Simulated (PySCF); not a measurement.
# Two-component Hartree-Fock for Tb⁵²⁺ (terbium, charge +52)

Start: [Ne] 3s2 3p1; 3p3/2 filled at m_j = +3/2. Calculated with PySCF 2.14 in an uncontracted even-tempered set (18 s from 14 bohr⁻², ratio 2.4; 14 p from 18 bohr⁻², ratio 2.4; 4 d from 62 bohr⁻², ratio 2.6; 4 f from 92 bohr⁻², ratio 2.6): generalised Hartree-Fock with the X2C-1e Hamiltonian and a Gaussian nucleus; one run each with spin-orbit coupling (SO) screened by Boettger's factors, then bare. This is a chosen level, not necessarily the ground level.

```
spinor shell  electrons  ε, screened SO (eV)  ε, bare SO (eV)  weight of nominal j (bare SO)  rms radius, bare SO (bohr)
       1s1/2          2             -56123.4         -56122.9                          1.000                      0.0244
       2s1/2          2             -12439.8         -12439.7                          1.000                      0.0972
       2p1/2          2             -12025.5         -12045.3                          1.000                      0.0829
       3s1/2          2              -5005.9          -5005.9                          1.000                       0.233
       3p3/2          1              -4682.2          -4680.3                          1.000                       0.230
```

(1) Where does 2p3/2 lie, and what is the 2p spin-orbit splitting (bare SO)?

| quantity | screened SO | bare SO |
| --- | --- | --- |
| E (hartree) | -8871.32502 | -8871.70236 |
| M_J | 3/2 | 3/2 |
| ⟨J²⟩ | 3.750 | 3.750 |
| ⟨L²⟩ | 2.017 | 2.019 |
| ⟨S²⟩ | 0.767 | 0.768 |

Each row is a mean over spinors that exchange with the open shell spreads, by up to 24.418 eV (3s1/2).

Breit and QED terms are absent; they matter most for the inner s and p1/2 levels.

Densities and radii are taken from the X2C orbitals without a picture-change correction, which distorts them close to the nucleus.

Answers

(1) At -11248.3 eV, 796.91 eV above 2p1/2.
